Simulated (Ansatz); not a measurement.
A trace of molecular dynamics of H3N + H7OSi2 (14 atoms, charge 1, multiplicity 1).

These are results of Ansatz, RKS PBE-D4/STO-3G, not measurements.

```
ensemble                      : NVE (velocity Verlet)
starting velocities drawn for : 400 K
masses                        : H 10 u
seed                          : 961157
```

```tsv
time (fs)	T (K)	potential energy less start (eV)	conserved less start (meV/atom)
0	400	0.000	0.00
5.5	437	-0.058	-0.02
11	426	-0.040	-0.02
16.5	334	0.102	-0.01
22	357	0.067	-0.01
27.5	449	-0.076	-0.03
33	426	-0.040	0.00
38.5	491	-0.141	-0.02
44	477	-0.119	-0.01
49.5	460	-0.093	-0.01
55	476	-0.118	-0.01
60.5	508	-0.169	-0.03
66	420	-0.031	0.00
71.5	472	-0.112	-0.02
77	459	-0.092	-0.02
82.5	347	0.082	-0.01
88	353	0.073	-0.01
93.5	391	0.014	-0.02
99	379	0.032	-0.01
104.5	347	0.083	-0.01
110	418	-0.027	-0.02
115.5	485	-0.132	-0.02
121	455	-0.086	-0.02
126.5	392	0.013	-0.01
132	427	-0.042	-0.02
```

**Question.** Can this run be trusted? Judge the integration.

**Answer.** The conserved energy stayed within 0.039 meV per atom of its start (net change -0.027 meV per atom), so the integration is sound. A run of 0.13 ps of so small a system gives no equilibrium averages. Limits of this set-up: minimal basis. The time step was 0.5 fs.

Run time: 5.9 min on 1 thread of AMD EPYC 7B13 (Zen 3), with other jobs on the host, peak memory 0.11 GiB.
